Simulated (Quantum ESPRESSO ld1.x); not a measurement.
Ag XVII, 31 electrons, occupied as [Ar] 3d10 4s1 4p1 4d1 (not the ground configuration). Method: Dirac Kohn-Sham, PW86 exchange with PBE correlation, spin-unpolarised, spherical densities, point nucleus; open shells are shared between the two j in proportion to 2j + 1; computed with ld1.x of Quantum ESPRESSO 7.5.

Unscreened Slater integrals over Kohn-Sham orbitals (hartree). Large and small components are both included.

integral,value
"F0(4d5/2,4d5/2)",1.0197
"F2(4d5/2,4d5/2)",0.52543
"F4(4d5/2,4d5/2)",0.35752
"F0(4d5/2,4d3/2)",1.0224
"F2(4d5/2,4d3/2)",0.52670
"G2(4d5/2,4d3/2)",0.52617
"G4(4d5/2,4d3/2)",0.35802
"F0(4d5/2,4p3/2)",1.0429
"F2(4d5/2,4p3/2)",0.54116
"G1(4d5/2,4p3/2)",0.68437
"G3(4d5/2,4p3/2)",0.43456
"F0(4d5/2,4p1/2)",1.0526
"G3(4d5/2,4p1/2)",0.43680
"F0(4d5/2,4s1/2)",1.0643
"G2(4d5/2,4s1/2)",0.53541
"F0(4d3/2,4d3/2)",1.0251
"F2(4d3/2,4d3/2)",0.52803
"F0(4d3/2,4p3/2)",1.0459
"F2(4d3/2,4p3/2)",0.54278
"G1(4d3/2,4p3/2)",0.68569
"G3(4d3/2,4p3/2)",0.43564
"F0(4d3/2,4p1/2)",1.0556
"G1(4d3/2,4p1/2)",0.69274
"F0(4d3/2,4s1/2)",1.0675
"G2(4d3/2,4s1/2)",0.53775
"F0(4p3/2,4p3/2)",1.0698
"F2(4p3/2,4p3/2)",0.56511
"F0(4p3/2,4p1/2)",1.0802
"G2(4p3/2,4p1/2)",0.56900
"F0(4p3/2,4s1/2)",1.0930
"G1(4p3/2,4s1/2)",0.74518
"F0(4p1/2,4p1/2)",1.0912
"F0(4p1/2,4s1/2)",1.1044
"G1(4p1/2,4s1/2)",0.75485
"F0(4s1/2,4s1/2)",1.1185
